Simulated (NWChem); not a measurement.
System: C$_{2}$H$_{8}$O$_{2}$Si; SMILES OCC[SiH2]O

```xyz
13

O     -0.1746     2.7917     0.0309
C     -0.3670     1.4269    -0.3197
C      0.6049     0.4735     0.3823
Si     0.4994    -1.3369    -0.1525
O     -0.9680    -2.0485     0.2174
H     -0.2948     2.8665     0.9906
H     -1.4077     1.1165    -0.1231
H     -0.2188     1.3902    -1.4046
H      1.6334     0.8196     0.2028
H      0.4473     0.5175     1.4707
H      0.7728    -1.4155    -1.6199
H      1.5126    -2.1274     0.5886
H     -1.7229    -1.7984    -0.3320
```
Atoms are numbered in this order, from 1.

Program: NWChem. All runs use the structure optimised with B3LYP/6-31G* (spherical d). Hybrids' shares of exact exchange are those that their runs print; pure functionals count as 0. The functionals differ in more than this share.

```
row                    share of exact exchange  orbital gap (eV)
---------------------  -----------------------  ----------------
PBE/def2-SVP                              0.00              5.70
BLYP/def2-SVP                             0.00              5.65
B3LYP/def2-SVP                            0.20              7.77
PBE0/def2-SVP                             0.25              8.36
PW6B95/def2-SVP                           0.28              8.47
Hartree-Fock/def2-SVP                     1.00          withheld
```

Problem. Fit a straight line of the last column on the one before it, predict the withheld value, and compare with the run.

Solution. 
1. Means of the 5 shown rows: x = 0.146, y = 7.190. Slope Σ(x − x̄)(y − ȳ)/Σ(x − x̄)² = 0.7669/0.07432 = 10.32; intercept 5.683.
2. The shown rows scatter about the line by 0.066 (root mean square); the largest residual is -0.10, at PW6B95/def2-SVP.
3. At x = 1.00 (Hartree-Fock/def2-SVP; beyond the shown range) the line gives 16.00.
4. The run gives 15.62, -0.38 from the line, 5.7 times the scatter.
